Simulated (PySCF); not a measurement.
# H3MoN, singlet: molecular constants

Level of theory: PBE0/[Mo def2-TZVP with ECP28, N def2-TZVP, H def2-TZVP], scalar-relativistic core potentials, density fitting, no spin–orbit coupling, PySCF.

The structure is a minimum.

```xyz
5
charge 0 multiplicity 1, angstrom
Mo    0.0000    0.1556    0.1101
N     0.0000   -1.1607   -0.8211
H     1.4589   -0.1508    0.9250
H    -1.4589   -0.1508    0.9250
H     0.0000    1.3085   -1.1378
```

| Property | Result |
| --- | --- |
| Point group | C3v |
| Bond lengths | Mo–H 1.699 Å (×3), Mo–N 1.612 Å |
| Bond angles | H–Mo–H 118.3° (×3), H–Mo–N 97.5° (×3) |
| Heat capacity Cp at 298.15 K | 50.0 J/(mol K) |
| Entropy at 298.15 K and 1 bar | 252.1 J/(mol K) |
| Rotational constants | 1.965, 0.4598, 0.4598 cm⁻¹ |
| Dipole moment | 2.83 D |
| Atomisation energy without zero-point energy | 1260 kJ/mol |
| Lowest empty level | -3.02 eV |
| Highest occupied level | -8.81 eV |
| Zero-point energy | 64.2 kJ/mol |
| Principal polarisabilities | 46.8, 46.8, 50.3 bohr³ |
| Principal quadrupole moments (Buckingham, traceless) about the centre of mass | -0.93, 0.47, 0.47 D Å |
| Rotational symmetry number | 3 |
| Enthalpy at 298.15 K above 0 K | 11.26 kJ/mol |

Harmonic modes (masses in u: Mo 97.905, N 14.003, H 1.008):
| symmetry | ω (cm⁻¹) | IR (km/mol, summed over degenerate members) | μ (u) |
| --- | --- | --- | --- |
| a1 | 662 | 62.1 | 1.03 |
| e | 689 | 63.6 | 1.14 |
| e | 849 | 147 | 1.03 |
| a1 | 1197 | 78.6 | 15.34 |
| e | 1933 | 479 | 1.02 |
| a1 | 1940 | 36.3 | 1.01 |

In C3v the vibrations span 3a1 + 3e.

Charges (e):
```tsv
atom	Mulliken	Löwdin	polar tensor	Mayer order to Mo1
Mo1	0.65	0.30	1.17	–
N2	-0.41	-0.20	-0.41	2.95
H3,4,5	-0.08	-0.03	-0.25	0.95
```

Mulliken populations on Mo1 (electrons outside its core potential): s 2.54, p 6.38, d 4.40, f 0.04.

Outer orbital energies (eV). occupied: -20.11, -10.68, -9.88, -9.88, -9.52, -9.52, -8.81; empty: -3.02, -3.02, -0.80, -0.23.

Stability towards spin polarisation was not tested. Only a few start shapes were tried, so a lower isomer may exist.

The final relaxation and frequency run took 31 s on 2 threads of a shared Arm Neoverse V2 host, with 89 basis functions and 11 gradients; the process peaked at 1.2 GiB. Launch command: `OMP_NUM_THREADS=2 python axn.py task.json out`.
